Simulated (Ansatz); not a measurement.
Isolated molecules relaxed with PBE0-D4/def2-TZVP in Ansatz; ΔE leaves out vibrations. CBS: MP2 limit from def2 TZ/QZ plus the TZ coupled-cluster correction, frozen cores. DFT in def2-TZVPP. B3LYP here is the variant with VWN-RPA as its local correlation; programs differ in this. For As, Ge outer-core shells are correlated without core-valence functions, which leaves a few kJ/mol of doubt a bond. Scalar relativity is left out up to krypton. One conformer a species, not always the lowest.

`O[AsH][GeH3]` + `[OH][GeH]([OH])[OH]` → `O[AsH]O` + `[OH][GeH]([OH])[GeH3]`  (redistribution)

| level | ΔE (kJ/mol) | difference from CCSD(T)/CBS |
| --- | --- | --- |
| PBE-D4 | 38.4 | -9.4 |
| B3LYP-D4 | 44.2 | -3.6 |
| ωB97X-V | 46.0 | -1.8 |
| ωB97M-V | 46.3 | -1.5 |
| B2PLYP | 46.9 | -0.9 |
| B3LYP | 43.3 | -4.5 |
| HF/def2-TZVPP | 61.4 | 13.6 |
| MP2/def2-TZVPP | 52.5 | 4.7 |
| CCSD/def2-TZVPP | 52.5 | 4.7 |
| CCSD(T)/def2-TZVPP | 50.8 | 3.0 |
| HF/def2-QZVPP | 59.1 | 11.3 |
| MP2/def2-QZVPP | 50.0 | 2.2 |
| SCS-MP2/def2-QZVPP | 48.7 | 0.9 |
| HF/CBS(def2) | 58.8 | 11.0 |
| MP2/CBS(def2) | 49.5 | 1.7 |
| CCSD/CBS(def2) | 49.4 | 1.6 |
| CCSD(T)/CBS | 47.8 | 0 |

Largest T1 diagnostic among the species: 0.013.

In def2-TZVPP, CCSD(T) changes the Hartree–Fock value by −10.6 kJ/mol (the triples alone add −1.7 kJ/mol) and MP2 by −8.9 kJ/mol. From PBE to PBE0 (25 % exact exchange), in def2-TZVPP and without D4, ΔE moves by +8.2 kJ/mol.
